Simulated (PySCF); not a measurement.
F2La, doublet, geometry from GFN2-xTB (such geometries of metal compounds can be far from the true shape) (the multiplicity is a formal guess) (core potentials on La); DF-B3LYP/def2-TZVPD in PySCF.

Input for PySCF:
```python
from pyscf import gto, scf, dft

mol = gto.Mole()
mol.atom = '''
    La    0.351199    0.238831    0.074804
    F    -1.586339    0.283622   -1.330704
    F    -0.637918   -1.796216    0.856946
'''
mol.basis = 'def2-tzvpd'
mol.ecp = {'La': 'def2-tzvpd'}
mol.charge = 0
mol.spin = 1
mol.verbose = 4
mol.build()

mf = dft.UKS(mol)
mf.xc = 'b3lyp'
mf = mf.density_fit(auxbasis='def2-universal-jkfit')
mf.kernel()
```

It wrote (shortened):

```
PySCF version 2.14.0

[INPUT] verbose = 4
[INPUT] num. atoms = 3
[INPUT] num. electrons = 29
[INPUT] charge = 0
[INPUT] spin (= nelec alpha-beta = 2S) = 1
[INPUT] symmetry False subgroup None
[INPUT] Mole.unit = angstrom
[INPUT] Symbol           X                Y                Z      unit          X                Y                Z       unit  Magmom
[INPUT]  1 La     0.351199000000   0.238831000000   0.074804000000 AA    0.663669925221   0.451325180056   0.141359073022 Bohr   0.0
[INPUT]  2 F     -1.586339000000   0.283622000000  -1.330704000000 AA   -2.997746250716   0.535967902901  -2.514666112863 Bohr   0.0
[INPUT]  3 F     -0.637918000000  -1.796216000000   0.856946000000 AA   -1.205490309930  -3.394356300562   1.619393243542 Bohr   0.0

nuclear repulsion = 57.3125821932715
number of shells = 43
number of NR pGTOs = 173
number of NR cGTOs = 123
basis = def2-tzvpd
ecp = {'La': 'def2-tzvpd'}

******** <class 'pyscf.df.df_jk.DFUKS'> ********
method = DFUKS
initial guess = minao
damping factor = 0
level_shift factor = 0
DIIS = <class 'pyscf.scf.diis.CDIIS'>
diis_start_cycle = 1
diis_space = 8
diis_damp = 0
SCF conv_tol = 1e-09
SCF conv_tol_grad = None
SCF max_cycles = 50
direct_scf = False
number electrons alpha = 15  beta = 14
XC library pyscf.dft.libxc version 7.1.2
    S. Lehtola, C. Steigemann, M. J. T. Oliveira, and M. A. L. Marques,  SoftwareX 7, 1–5 (2018)
XC functionals = b3lyp
    P. J. Stephens, F. J. Devlin, C. F. Chabalowski, and M. J. Frisch,  J. Phys. Chem. 98, 11623 (1994)
radial grids:
    Treutler-Ahlrichs [JCP 102, 346 (1995); DOI:10.1063/1.469408] (M4) radial grids

becke partition: Becke, JCP 88, 2547 (1988); DOI:10.1063/1.454033
pruning grids: <function nwchem_prune>
grids dens level: 3
symmetrized grids: False
atomic radii adjust function: <function treutler_atomic_radii_adjust>
small_rho_cutoff = 0
Set gradient conv threshold to 3.16228e-05
tot grids = 53232
******** <class 'pyscf.df.df.DF'> ********
auxbasis = def2-universal-jkfit
init E= -224.577967844569

cycle= 1 E= -231.011100732331  delta_E= -6.43  |g|= 1.61  |ddm|= 10.7
cycle= 2 E= -223.702443637023  delta_E= 7.31  |g|= 4.18  |ddm|=  3.7
cycle= 3 E= -231.281959757428  delta_E= -7.58  |g|= 0.614  |ddm|= 2.64
cycle= 4 E= -231.429773767176  delta_E= -0.148  |g|= 0.322  |ddm|= 0.987
cycle= 5 E= -231.459619462566  delta_E= -0.0298  |g|= 0.0923  |ddm|= 0.316
cycle= 6 E= -231.463497399924  delta_E= -0.00388  |g|= 0.0354  |ddm|= 0.0709
cycle= 7 E= -231.464142617115  delta_E= -0.000645  |g|= 0.00375  |ddm|= 0.0538
cycle= 8 E= -231.464179668945  delta_E= -3.71e-05  |g|= 0.00128  |ddm|= 0.021
cycle= 9 E= -231.464197249177  delta_E= -1.76e-05  |g|= 0.000543  |ddm|= 0.0208
cycle= 10 E= -231.464200300831  delta_E= -3.05e-06  |g|= 0.000481  |ddm|= 0.011
cycle= 11 E= -231.464200479078  delta_E= -1.78e-07  |g|= 0.000216  |ddm|= 0.00181
cycle= 12 E= -231.464200524136  delta_E= -4.51e-08  |g|= 3.23e-05  |ddm|= 0.0013
cycle= 13 E= -231.464200527689  delta_E= -3.55e-09  |g|= 1.29e-05  |ddm|= 0.000423
cycle= 14 E= -231.464200528263  delta_E= -5.74e-10  |g|= 5.4e-06  |ddm|= 0.000182
Extra cycle  E= -231.464200528311  delta_E= -4.83e-11  |g|= 5.98e-06  |ddm|= 4.44e-05
converged SCF energy = -231.464200528311  <S^2> = 0.75058452  2S+1 = 2.0005844
```
